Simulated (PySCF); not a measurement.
# Molecular orbitals of Ca2

PBE0 at R = 4.269 Å; basis Ca x2c-TZVPall; spin-free X2C with a Gaussian nucleus; PySCF 2.14. State: ¹Σg⁺ (singlet), closed shell. Only the outer orbitals are listed.

```json
{"orbital": "πu", "occ.": "2", "ε (eV)": "-30.33", "main shells (%)": "100 p"}
{"orbital": "πu", "occ.": "2", "ε (eV)": "-30.33", "main shells (%)": "100 p"}
{"orbital": "πg", "occ.": "2", "ε (eV)": "-30.33", "main shells (%)": "100 p"}
{"orbital": "πg", "occ.": "2", "ε (eV)": "-30.33", "main shells (%)": "100 p"}
{"orbital": "σg", "occ.": "2", "ε (eV)": "-30.30", "main shells (%)": "100 p"}
{"orbital": "σu", "occ.": "2", "ε (eV)": "-30.29", "main shells (%)": "100 p"}
{"orbital": "σg", "occ.": "2", "ε (eV)": "-5.03", "main shells (%)": "93 s"}
{"orbital": "σu", "occ.": "2", "ε (eV)": "-3.79", "main shells (%)": "90 s"}
{"orbital": "σg", "occ.": "0", "ε (eV)": "-1.47", "main shells (%)": "82 p, 9 s, 9 d"}
{"orbital": "πu", "occ.": "0", "ε (eV)": "-1.42", "main shells (%)": "86 p, 14 d"}
{"orbital": "πu", "occ.": "0", "ε (eV)": "-1.42", "main shells (%)": "86 p, 14 d"}
```

Q: Which are the highest filled and the lowest empty level, where do they sit, and how wide is the gap?

A: Highest filled σu at -3.79 eV (in %: 90 s); lowest empty σg at -1.47 eV (in %: 82 p, 9 s, 9 d); the gap at PBE0 is 2.32 eV.

* bond order (Mayer): 0.56
* ⟨S²⟩: 0.000
* polarisability along the bond: 569.1 bohr³
* polarisability across the bond: 266.8 bohr³

Closed-shell solutions of metal pairs were not tested for spin polarisation, which can lower them a little.
